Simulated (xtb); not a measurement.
A run for xtb: GFN1-xTB on C2H7Ga (SMILES C[CH2][GaH2]), a point of a torsion scan.

```
$ xtb mol.xyz --gfn 1 --sp --chrg 0 --uhf 0
10

C     -1.19138330     0.48221292     0.29463210
C     -0.27673465    -0.59217358    -0.31959648
Ga     1.69096313    -0.17844307     0.01616640
H     -2.24076493     0.25414710     0.10383026
H     -0.97269536     1.46371122    -0.13021388
H     -1.04577356     0.54164686     1.37487561
H     -0.47241995    -0.65317917    -1.39896748
H     -0.53683993    -1.57068467     0.10688626
H      2.50541974    -0.67808020     1.28288756
H      2.57817085     0.74139072    -0.92419571
```

The log:

```
[...]
           -------------------------------------------------
          |                Calculation Setup                |
           -------------------------------------------------



           -------------------------------------------------
          |                 G F N 1 - x T B                 |
           -------------------------------------------------

        Reference                      10.1021/acs.jctc.7b00118
      * Hamiltonian:
        H0-scaling (s, p, d)           1.850000    2.250000    2.000000
        zeta-weighting                 0.000000
      * Dispersion:
        s8                             2.400000
        a1                             0.630000
        a2                             5.000000
        s9                             0.000000
      * Repulsion:
        kExp                           1.500000
        rExp                           1.000000
      * Coulomb:
        alpha                          2.000000
        third order                    atomic
        anisotropic                    false
      * Halogen bond correction:
        rad-scale                      1.300000
        damping                        0.440000


          ...................................................
          :                      SETUP                      :
          :.................................................:
          :  # basis functions                  32          :
          :  # atomic orbitals                  31          :
          :  # shells                           21          :
          :  # electrons                        18          :
          :  # halogen bonds                     0          :
          :  max. iterations                   250          :
          :  Hamiltonian                  GFN1-xTB          :
          :  restarted?                      false          :
          :  GBSA solvation                  false          :
          :  PC potential                    false          :
          :  electronic temp.          300.0000000     K    :
          :  accuracy                    1.0000000          :
          :  -> integral cutoff          0.2500000E+02      :
          :  -> integral neglect         0.1000000E-07      :
          :  -> SCF convergence          0.1000000E-05 Eh   :
          :  -> wf. convergence          0.2000000E-04 e    :
          :  Broyden damping             0.4000000          :
          :  net charge                          0          :
          :  unpaired electrons                  0          :
          ...................................................

 iter      E             dE          RMSdq      gap      omega  full diag
   1     -9.3769211 -0.937692E+01  0.683E+00    5.82       0.0  T
   2     -9.4021008 -0.251797E-01  0.424E+00    6.17       1.0  T
   3     -9.4024614 -0.360639E-03  0.596E-01    5.86       1.0  T
   4     -9.4035440 -0.108261E-02  0.145E-01    6.02       1.0  T
   5     -9.4035923 -0.482370E-04  0.120E-02    6.03       2.6  T
   6     -9.4035927 -0.466024E-06  0.220E-03    6.03      14.4  T
   7     -9.4035928 -0.126951E-07  0.656E-04    6.03      48.2  T
   8     -9.4035928 -0.814458E-09  0.165E-04    6.03     192.2  T
   9     -9.4035928 -0.696652E-10  0.333E-05    6.03     950.7  T

   *** convergence criteria satisfied after 9 iterations ***

         #    Occupation            Energy/Eh            Energy/eV
      -------------------------------------------------------------
         1        2.0000           -0.6372130             -17.3394
       ...           ...                  ...                  ...
         3        2.0000           -0.5528221             -15.0431
         4        2.0000           -0.5389185             -14.6647
         5        2.0000           -0.5203225             -14.1587
         6        2.0000           -0.4894920             -13.3198
         7        2.0000           -0.4785241             -13.0213
         8        2.0000           -0.4416857             -12.0189
         9        2.0000           -0.4134792             -11.2513 (HOMO)
        10                         -0.1919571              -5.2234 (LUMO)
        11                         -0.1789126              -4.8685
        12                         -0.1343586              -3.6561
        13                         -0.1263869              -3.4392
        14                         -0.1142604              -3.1092
       ...                                ...                  ...
        31                          0.8121882              22.1008
      -------------------------------------------------------------
                  HL-Gap            0.2215221 Eh            6.0279 eV
             Fermi-level           -0.3027182 Eh           -8.2374 eV

 SCC (total)                   0 d,  0 h,  0 min,  0.008 sec
 SCC setup                      ...        0 min,  0.000 sec (  1.246%)
 Dispersion                     ...        0 min,  0.000 sec (  0.641%)
 classical contributions        ...        0 min,  0.000 sec (  0.256%)
 integral evaluation            ...        0 min,  0.002 sec ( 24.570%)
 iterations                     ...        0 min,  0.002 sec ( 24.657%)
 molecular gradient             ...        0 min,  0.004 sec ( 46.203%)
 printout                       ...        0 min,  0.000 sec (  2.289%)

         :::::::::::::::::::::::::::::::::::::::::::::::::::::
         ::                     SUMMARY                     ::
         :::::::::::::::::::::::::::::::::::::::::::::::::::::
         :: total energy              -9.298950525812 Eh    ::
         :: gradient norm              0.014165034398 Eh/a0 ::
         :: HOMO-LUMO gap              6.027923771602 eV    ::
         ::.................................................::
         :: SCC energy                -9.403592758045 Eh    ::
         :: -> electrostatic           0.005475866246 Eh    ::
         :: repulsion energy           0.107017230829 Eh    ::
         :: dispersion energy         -0.002374998596 Eh    ::
         :: halogen bond corr.         0.000000000000 Eh    ::
         :: add. restraining           0.000000000000 Eh    ::
         :: total charge               0.000000000000 e     ::
         :::::::::::::::::::::::::::::::::::::::::::::::::::::

           -------------------------------------------------
          |                Property Printout                |
           -------------------------------------------------

    * Orbital Energies and Occupations

         #    Occupation            Energy/Eh            Energy/eV
      -------------------------------------------------------------
         1        2.0000           -0.6372130             -17.3394
         2        2.0000           -0.5970728             -16.2472
         3        2.0000           -0.5528221             -15.0431
         4        2.0000           -0.5389185             -14.6647
         5        2.0000           -0.5203225             -14.1587
         6        2.0000           -0.4894920             -13.3198
         7        2.0000           -0.4785241             -13.0213
         8        2.0000           -0.4416857             -12.0189
         9        2.0000           -0.4134792             -11.2513 (HOMO)
        10                         -0.1919571              -5.2234 (LUMO)
        11                         -0.1789126              -4.8685
        12                         -0.1343586              -3.6561
        13                         -0.1263869              -3.4392
        14                         -0.1142604              -3.1092
        15                         -0.1096590              -2.9840
        16                         -0.0866025              -2.3566
        17                         -0.0524835              -1.4281
Note: The following floating-point exceptions are signalling: IEEE_DENORMAL
normal termination of xtb
        18                         -0.0512505              -1.3946
        19                         -0.0261043              -0.7103
        20                         -0.0073520              -0.2001
       ...                                ...                  ...
        31                          0.8121882              22.1008
      -------------------------------------------------------------
                  HL-Gap            0.2215221 Eh            6.0279 eV
             Fermi-level           -0.3027182 Eh           -8.2374 eV

  Mulliken/CM5 charges         n(s)   n(p)   n(d)
     1C    -0.06115 -0.21025   1.003  3.058  0.000
     2C    -0.16397 -0.26198   1.035  3.129  0.000
     3Ga    0.35039  0.23009   1.324  1.195  0.131
     4H     0.02410  0.07516   0.976  0.000  0.000
     5H     0.02589  0.07784   0.974  0.000  0.000
     6H     0.02579  0.07772   0.974  0.000  0.000
     7H     0.03155  0.08562   0.968  0.000  0.000
     8H     0.03141  0.08548   0.969  0.000  0.000
     9H    -0.13189 -0.07973   1.132  0.000  0.000
    10H    -0.13212 -0.07996   1.132  0.000  0.000

Wiberg/Mayer (AO) data.
largest (>0.10) Wiberg bond orders for each atom

 ---------------------------------------------------------------------------
     #   Z sym  total        # sym  WBO       # sym  WBO       # sym  WBO
 ---------------------------------------------------------------------------
     1   6 C    3.998 --     2 C    1.006     4 H    0.984     6 H    0.976
                             5 H    0.976
     2   6 C    3.952 --     1 C    1.006     8 H    0.951     7 H    0.951
                             3 Ga   0.902
     3  31 Ga   2.797 --     2 C    0.902    10 H    0.867     9 H    0.867
     4   1 H    1.009 --     1 C    0.984
     5   1 H    1.005 --     1 C    0.976
     6   1 H    1.005 --     1 C    0.976
     7   1 H    1.005 --     2 C    0.951
     8   1 H    1.005 --     2 C    0.951
     9   1 H    0.986 --     3 Ga   0.867
    10   1 H    0.986 --     3 Ga   0.867
 ---------------------------------------------------------------------------

Topologies differ in total number of bonds
Writing topology from bond orders to xtbtopo.mol

 dipole moment from electron density (au)
     X       Y       Z
  -0.4924  -0.1297  -0.0982  total (Debye):    1.318


           -------------------------------------------------
          | TOTAL ENERGY               -9.298950525812 Eh   |
          | GRADIENT NORM               0.014165034398 Eh/α |
          | HOMO-LUMO GAP               6.027923771602 eV   |
           -------------------------------------------------

------------------------------------------------------------------------
------------------------------------------------------------------------
 total:
 SCF:
```

The run finished.

Cost: around 0.03 core-seconds (rough).
